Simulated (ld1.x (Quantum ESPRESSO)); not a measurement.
## What one change does to a pseudopotential (argon, TM)

argon, norm-conserving Troullier–Martins (Kleinman–Bylander form), made with ld1.x (Quantum ESPRESSO) 7.5 (PBE, non-relativistic). Core [Ne], reference 3s2 3p5.5 (charge +0.5). Waves: 3s (bound): rc 1.10 bohr; 3d channel at 0.05 Ry: rc 1.45 bohr; 3p (bound): rc 1.40 bohr. Local part: the p channel. Core correction: a·sin(br)/r model core inside 0.95 bohr.

All-electron outer shells of the reference configuration (PBE, non-relativistic, ld1.x):

```
shell  level (eV)  outermost node (bohr)  outermost maximum (bohr)
   3s      -30.05                   0.52                      1.17
   3p      -16.01                   0.49                      1.28
```

Change: local potential all-electron potential smoothed inside 0.85 bohr (lloc = -1).

Cutoffs: the cutoffs (Ry, on a coarse ladder) from which the occupation-weighted sum of valence levels, in a spherical-Bessel basis at the reference potential, stays within 10 and 1 mRy of its value at 400 Ry; they do not see the model core or the augmentation charge, which bear on the density cutoff. Errors are all-electron minus pseudo energies relative to the spin-unpolarised reference configuration.

Problem. How do hardness, ghosts and transferability respond?

Solution. The potential gets softer (70 Ry and 110 Ry → 60 Ry and 100 Ry); of the 6 tests that both files solve, the error grows in 6 and shrinks in 0 by more than 15 % and 0.3 meV (median size 8.5 → 14.3 meV); the range in which the s phases agree narrows (upper end at the end of the scan → 1.4); neither file shows a bound ghost.

| quantity | base | changed |
| --- | --- | --- |
| cutoff, loose | 70 Ry | 60 Ry |
| cutoff, tight | 110 Ry | 100 Ry |
| loose cutoff by channel (10 mRy a level) | s 50 Ry, p 15 Ry | s 35 Ry, p 15 Ry |
| bound ghosts | none | none |
| error for 3s2 3p6, meV [ΔE -6.56 eV] | +0.7 | +1.3 |
| error for 3s2 3p5, meV [ΔE 9.52 eV] | +1.2 | +2.0 |
| error for 3s2 3p4, meV [ΔE 38.19 eV] | +16 | +26 |
| error for 3s1 3p6, meV [ΔE 23.88 eV] | +0.7 | +2.6 |
| error for 3s2 3p2, meV [ΔE 138.40 eV] | +160 | +255 |
| error for 3s2 3p3, meV [ΔE 80.78 eV] | +61 | +99 |
| s: phases at 1.59 bohr within 0.05 rad from the reference energy up to (Ry; the scan ends near 5) | to the end of the scan | 1.4 |
| p: phases at 1.59 bohr within 0.05 rad from the reference energy up to (Ry; the scan ends near 5) | to the end of the scan | to the end of the scan |
| d: phases at 1.59 bohr within 0.05 rad from the reference energy up to (Ry; the scan ends near 5) | to the end of the scan | to the end of the scan |
